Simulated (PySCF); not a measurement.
C3H7BO3, SMILES COB1COCO1.

The structure is a stationary point at PBE-D3(BJ)/def2-SVP. This is a generated structure with no PubChem entry under its InChIKey; it may be hypothetical. One conformer was computed; it need not be the lowest.

Method: PBE-D3(BJ)/def2-SVP (PySCF).

Harmonic, unscaled wavenumbers; measured fundamentals usually lie a few per cent lower.

| mode | ν (cm⁻¹) | IR (km/mol) | moving atoms (share of kinetic energy) |
|---|---|---|---|
| 1 | 49 | 0.2 | H 96 % |
| 2 | 117 | 1.5 | C 45 %, H 32 %, O 15 % |
| 3 | 167 | 11.3 | O 62 %, H 23 %, C 14 % |
| 4 | 188 | 2.5 | C 48 %, H 26 %, O 19 % |
| 5 | 210 | 3.7 | O 48 %, H 34 %, C 17 % |
| 6 | 427 | 3.7 | O 41 %, C 38 %, H 14 % |
| 7 | 438 | 9.1 | B 41 %, H 38 %, O 18 % |
| 8 | 532 | 1.9 | O 64 %, C 15 %, B 14 %, H 8 % |
| 9 | 705 | 0.5 | O 76 %, C 16 % |
| 10 | 768 | 12.9 | C 43 %, O 31 %, H 20 % |
| 11 | 862 | 5.3 | H 41 %, B 26 %, C 25 % |
| 12 | 937 | 45.4 | C 56 %, O 26 %, H 18 % |
| 13 | 987 | 82.5 | C 57 %, O 36 % |
| 14 | 1060 | 66.7 | C 33 %, O 30 %, B 20 %, H 17 % |
| 15 | 1086 | 117.4 | C 40 %, O 38 %, H 15 % |
| 16 | 1117 | 13.7 | H 57 %, C 30 %, O 10 % |
| 17 | 1144 | 1.2 | H 74 %, C 20 % |
| 18 | 1149 | 11.2 | H 66 %, C 23 % |
| 19 | 1168 | 4.5 | H 88 % |
| 20 | 1193 | 1.3 | H 89 % |
| 21 | 1224 | 13.0 | H 53 %, O 25 %, C 17 % |
| 22 | 1275 | 218.0 | H 32 %, B 31 %, C 22 %, O 15 % |
| 23 | 1375 | 100.3 | H 58 %, B 17 %, O 13 %, C 12 % |
| 24 | 1400 | 78.7 | H 87 % |
| 25 | 1413 | 45.5 | H 83 %, C 10 % |
| 26 | 1416 | 18.5 | H 91 % |
| 27 | 1429 | 3.8 | H 96 % |
| 28 | 1469 | 26.2 | H 89 %, C 8 % |
| 29 | 1518 | 379.9 | B 50 %, H 23 %, O 23 % |
| 30 | 2868 | 125.4 | H 93 % |
| 31 | 2883 | 53.0 | H 93 % |
| 32 | 2946 | 55.2 | H 97 % |
| 33 | 3008 | 54.4 | H 91 %, C 9 % |
| 34 | 3020 | 14.4 | H 92 %, C 8 % |
| 35 | 3035 | 30.9 | H 90 %, C 10 % |
| 36 | 3045 | 21.3 | H 90 %, C 10 % |
